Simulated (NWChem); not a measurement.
System: GeH$_{2}$Cl$_{2}$; SMILES [Cl][GeH2][Cl]

Input file for NWChem:

```
start job
memory heap 200 mb stack 900 mb global 1100 mb
geometry units angstroms noautoz
  Ge     0.000000     0.000000    -0.617938
  Cl    -1.761550     0.000000     0.646730
  Cl     1.761550     0.000000     0.646730
  H      0.000000     1.306876    -1.440594
  H      0.000000    -1.306876    -1.440594
end
basis spherical
  Ge library 6-311g**
  Cl library 6-311g**
  H library 6-311g**
end
dft
  xc xtpss03 ctpss03
  iterations 150
  mulliken
end
task dft energy
```

Coordinates come from a PBE-D3(BJ)/def2-SVP optimisation.

**Question.** Give the results of this calculation. (TPSS/6-311G** (spherical d).) Quantities: basis functions; energy (Ha); highest occupied level (eV); orbital gap (eV); dipole (D).

**Answer.** 
```yaml
number_of_basis_functions: 108
energy (Ha): -2998.68
highest occupied level (eV): -7.90
orbital gap (eV): 5.94
dipole (D): 2.22
```
